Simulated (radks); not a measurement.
Polarisability of neutral lithium, [He] 2s1, at imaginary frequency. Method: scalar-relativistic Kohn-Sham, LDA (Slater exchange, VWN5 correlation), spin-unpolarised, spherical densities, finite nucleus; Fermi nuclear charge, rms radius 2.444 fm; without spin polarisation the odd electron is poorly described; computed with a radial shooting solver on a logarithmic mesh with Libxc functionals. Response by self-consistent Sternheimer equations with the Hartree and adiabatic LDA kernel, the relativistic mass of each level held fixed and spin-orbit coupling left out.

w (hartree)  alpha1(iw) (bohr^3)  alpha2(iw) (bohr^5)
0.00266                    146.0                 2097
0.0143                     140.9                 2072
0.0360                     117.8                 1941
0.0697                     77.08                 1613
0.118                      41.31                 1135
0.186                      20.50                685.3
0.280                      10.13                374.1
0.413                      5.088                192.7
0.605                      2.595                95.30
0.892                      1.336                45.22
1.35                      0.6878                20.25
2.12                      0.3438                8.291
3.59                      0.1530                2.927
6.94                     0.05096               0.7937
17.5                    0.009213               0.1257

Static values: alpha1 = 146.2 bohr^3 (21.66 angstrom^3; uncoupled 185.2), alpha2 = 2098 bohr^5, alpha3 = 64120 bohr^7. C6 = 1186, C8 = 108100, triple-dipole C9 = 129300 atomic units. One-pole (London) frequency 4 C6 / (3 alpha1^2) = 0.074 hartree, against 0.106 for minus the highest occupied eigenvalue. Recommended static value: 164.113 bohr^3 (Schwerdtfeger and Nagle, 2023 table).
